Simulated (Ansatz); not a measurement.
CHFOSSi at its PBE0-D4/def2-TZVP geometry, where that method's forces vanish. The species carries charge 0 and has multiplicity 1. The bonds changed during the relaxation, so this is another structure than the one it started from.

```
atom    x (Å)    y (Å)    z (Å)
  O1  -0.7201   2.1992   0.4063
  C2  -0.5034   1.0982   0.3438
  S3   1.5511   0.0958  -1.3227
 Si4   0.2433  -0.7031  -0.0970
  F5  -1.0903  -1.4294  -0.5722
  H6   0.5193  -1.2607   1.2418
```

Task: For each bond, give half the difference of the two atoms' forces along it (eV/Å; positive pushes the atoms apart) under PBE-D4, r2SCAN-D4, B3LYP-D4, ωB97M-V in def2-TZVPP. (Estimate.)

Result: The calculation gave: 
| bond | length (Å) | PBE-D4 | r2SCAN-D4 | B3LYP-D4 | ωB97M-V |
| --- | --- | --- | --- | --- | --- |
| O1–C2 | 1.124 | 2.15 | 0.97 | 0.26 | -0.52 |
| C2–Si4 | 1.999 | -1.25 | -0.64 | -0.07 | 0.62 |
| S3–Si4 | 1.962 | 0.32 | 0.16 | 0.17 | -0.18 |
| Si4–F5 | 1.591 | 0.50 | 0.04 | 0.17 | 0.18 |
| Si4–H6 | 1.476 | -0.04 | -0.06 | -0.18 | -0.18 |

B3LYP here is the variant with VWN-RPA as its local correlation; programs differ in this.

Program: Ansatz 0.2.0.
